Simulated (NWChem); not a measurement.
Lowest excitation of H$_{5}$NSi

```xyz
7

Si     0.5772     0.0418     0.0000
N     -1.1512    -0.1467     0.0000
H      1.1112    -0.6215    -1.2248
H      1.1112    -0.6215     1.2248
H      1.0995     1.4498     0.0000
H     -1.6724     0.1174    -0.8318
H     -1.6724     0.1174     0.8318
```
Charge 0, spin multiplicity 1.

Program: NWChem. Structure: optimised with B3LYP/def2-SVP, a minimum by its harmonic frequencies.

Basis set: aug-cc-pVDZ.

| method | lowest vertical singlet excitation energy (eV) | relative cost | difference from EOM-CCSD |
|---|---|---|---|
| TD-PBE | 5.15 | 1 | -0.81 |
| EOM-CCSD | 5.96 | under 3 | 0.00 |
| CIS | 6.96 | under 3 | +0.99 |
| TD-B3LYP | 5.56 | under 3 | -0.40 |
| TDA-CAM-B3LYP | 5.86 | under 3 | -0.11 |

The values span 1.81 eV, from TD-PBE (lowest) to CIS (highest). Relative cost: rough, from shared machines, SCF included, TD-PBE = 1.

The correlated methods keep 6 core orbitals frozen. B3LYP has NWChem's definition, with VWN1-RPA local correlation. GW and range-separated runs recompute their integrals, the others keep them in memory, which bears on the times. The structure started from a generated list of species. Differences from the coupled-cluster row are differences between methods, not errors against experiment.
